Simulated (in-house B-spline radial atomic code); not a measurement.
Computed with a B-spline radial atomic code. Model: two electrons, singlet ground state, non-relativistic, full CI in B-splines with partial waves to l = 8 (at full coupling up to 3e-4 hartree above the limit, correlation up to 0.6 % small), density held at that of full coupling by Lieb maximisation.

Along the adiabatic connection the electron repulsion is scaled by a coupling λ while a local potential keeps the density fixed. At λ = 0 the system is the Kohn-Sham one and W equals the exchange energy; the exchange-correlation energy is the area under W between 0 and 1. The kinetic energy rises with λ as the electrons avoid each other, with dT/dλ = −λ dW/dλ.

Command:
```bash
python run_ac.py task.json out
```
Settings (lengths in bohr, energies in hartree):
```
potential              gauss
strength               13.6
lmax                   8
second                 4.42
```

Time taken, with all properties: 21 s on 1 thread of Intel(R) Xeon(R) Processor @ 2.30GHz (shared host).

**W = mean repulsion less Hartree energy, and W of three functionals.**

Given: confinement Gaussian well; well depth 13.6 hartree; well width 4.42 bohr; external potential -V exp(-r^2/w^2).

Computed: LDA exchange minus exact 114.53 millihartree; PBE exchange minus exact 33.681 millihartree.

```
coupling  W xc (hartree)  W xc minus exchange (millihartree)  kinetic minus Kohn-Sham (millihartree)  LDA (PW92) W minus its exchange (millihartree)  PBE W minus its exchange (millihartree)  SCAN W minus its exchange (millihartree)
       0        -0.79053                                   0                                       0                                               0                                        0                                         0
    0.02        -0.79251                              -1.982                                    0.02                                          -11.41                                    -3.24                                     -1.89
    0.05        -0.79544                              -4.912                                    0.12                                          -23.14                                    -7.87                                     -4.65
    0.12        -0.80208                             -11.547                                    0.68                                          -43.77                                   -17.81                                    -10.83
    0.25         -0.8137                             -23.167                                    2.82                                          -72.05                                   -34.06                                    -21.54
     0.4        -0.82606                             -35.529                                    6.83                                          -97.13                                   -50.33                                    -32.89
     0.6        -0.84099                              -50.46                                   14.27                                         -123.82                                   -69.12                                    -46.66
     0.8        -0.85437                             -63.838                                   23.61                                         -145.71                                   -85.45                                    -59.11
       1         -0.8664                             -75.869                                   34.41                                         -164.34                                    -99.9                                    -70.46
     1.4        -0.88711                             -96.577                                   59.13                                         -194.93                                  -124.56                                    -90.41
       2               ?                                   ?                                       ?                                               ?                                        ?                                         ?
       3               ?                                   ?                                       ?                                               ?                                        ?                                         ?
     4.5        -0.97063                              -180.1                                  281.85                                         -314.49                                  -228.65                                   -178.59
       7        -0.99987                             -209.34                                  446.55                                         -359.34                                  -269.73                                   -212.07
      10         -1.0207                             -230.18                                  621.19                                         -393.39                                  -301.37                                    -235.6
```

(1) What belongs in the row 2?

(2) What belongs in the row 3?

(3) What is the SCAN exchange minus exact?

**Energy parts, natural occupations and partial-wave weights.**

Computed: exchange energy -0.79053 hartree; correlation energy -0.041455 hartree; initial slope twice GL2 -0.099707 hartree; kinetic part over minus potential part 0.4536; Hartree energy 1.5811 hartree; Kohn-Sham kinetic 1.4778 hartree; Lieb Oxford ratio E_xc over LDA exchange 1.2307.

```json
{"natural": "s", "occupation of the shell (electrons)": "1.9747"}
{"natural": "p", "occupation of the shell (electrons)": "0.022815"}
{"natural": "s", "occupation of the shell (electrons)": "?"}
{"natural": "d", "occupation of the shell (electrons)": "0.00074314"}
{"natural": "p", "occupation of the shell (electrons)": "0.00016512"}
{"natural": "f", "occupation of the shell (electrons)": "9.0473e-05"}
```

(4) What belongs in the row s?

```json
{"wave": "s", "weight": "0.98805"}
{"wave": "p", "weight": "?"}
{"wave": "d", "weight": "0.00038859"}
{"wave": "f", "weight": "4.9914e-05"}
{"wave": "g", "weight": "1.1086e-05"}
```

(5) What belongs in the row p?

(6) What is the kinetic part of the DFT correlation energy?

(7) What is the total energy?

Answers

(1) W xc (hartree): -0.91174; W xc minus exchange (millihartree): -121.21; kinetic minus Kohn-Sham (millihartree): 100.67; LDA (PW92) W minus its exchange (millihartree): -230.04; PBE W minus its exchange (millihartree): -154.04; SCAN W minus its exchange (millihartree): -115.02.

(2) W xc (hartree): -0.9414; W xc minus exchange (millihartree): -150.87; kinetic minus Kohn-Sham (millihartree): 173.89; LDA (PW92) W minus its exchange (millihartree): -272.02; PBE W minus its exchange (millihartree): -190.59; SCAN W minus its exchange (millihartree): -146.19.

(3) 2.4732 millihartree.

(4) occupation of the shell (electrons): 0.001335.

(5) weight: 0.011495.

(6) 0.034414 hartree.

(7) -22.9819 hartree.

Half-way to full coupling W has made 57 % of its drop, against 50 % for a straight line, and second-order (GL2) theory, half the initial slope, overshoots the correlation energy by about 20 %: a moderate bend, as in light atoms. Over couplings 0 to 1 the errors in E_xc come to about +53 millihartree for LDA, +18 millihartree for PBE, +5.5 millihartree for SCAN, so SCAN is nearest. In LDA and PBE the errors of exchange and correlation have opposite signs, so the sum is smaller than the larger of the two.
